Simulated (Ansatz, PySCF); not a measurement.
Gas-phase reaction (SMILES): Cl[SiH](Cl)Cl [trichlorosilane] + [H][H] (H2) -> Cl[SiH2]Cl [dichlorosilane] + Cl (HCl); hydrogen cleaves one Si-Cl bond, a model of a ligand-exchange step.

Each molecule is optimised on its own at B3LYP-D3(BJ)/def2-TZVP (Ansatz, a program for electronic structure). Correlated levels leave the core frozen unless marked. No spin-orbit coupling. No relativistic terms. CBS marks a two-point X^-3 extrapolation of the correlation energy; Hartree-Fock from the larger set. [CCSD(T)-MP2]/basis is that difference in the basis named. Thermal terms are rigid-rotor harmonic-oscillator values from B3LYP-D3(BJ) frequencies (Ansatz or PySCF) at 298.15 K and 1 atm. 1 Eh = 627.5095 kcal/mol.

```csv
species,"E, RI-MP2/CBS(aug-cc-pV(T+d)Z,aug-cc-pV(Q+d)Z)+[CCSD(T)-MP2]/aug-cc-pV(T+d)Z (Ansatz) (Eh)","E, wB97M-V/def2-TZVPD (Ansatz) (Eh)",H - E (Eh),G - E (Eh)
Cl[SiH](Cl)Cl,-1669.15862,-1670.82166,0.02027,-0.01548
[H][H] (H2),-1.17524,-1.16077,0.01336,-0.00144
Cl[SiH2]Cl,-1209.92560,-1211.16220,0.02561,-0.00700
Cl (HCl),-460.37874,-460.79070,0.01000,-0.01120
```

Work out ΔE and ΔH, ΔG, ΔS and the equilibrium constant at 298.15 K at the first level, then ΔH at the second.


1. ΔE = [(-1209.92560) + (-460.37874)] - [(-1669.15862) + (-1.17524)] = 0.02952 Eh = 18.5 kcal/mol at RI-MP2/CBS(aug-cc-pV(T+d)Z,aug-cc-pV(Q+d)Z)+[CCSD(T)-MP2]/aug-cc-pV(T+d)Z.
2. The terms H - E add up to 0.00198 Eh, so ΔH = (0.02952 + (0.00198))×627.5095 = 19.8 kcal/mol.
3. The terms G - E add up to -0.00128 Eh, so ΔG = 17.7 kcal/mol, and ΔS = (0.00198 - (-0.00128))×627509.5/298.15 = 6.9 cal/(mol K).
4. log10 K = -ΔG/(RT ln 10) = -13.0, with RT ln 10 = 1.3642 kcal/mol.
5. At wB97M-V/def2-TZVPD the same steps give ΔE = 18.5 and ΔH = 19.8 kcal/mol, a shift of +0.0 from the first level.
6. These values are not checked against measurement here, since the tables used lack a sound gas-phase enthalpy of formation for at least one species.
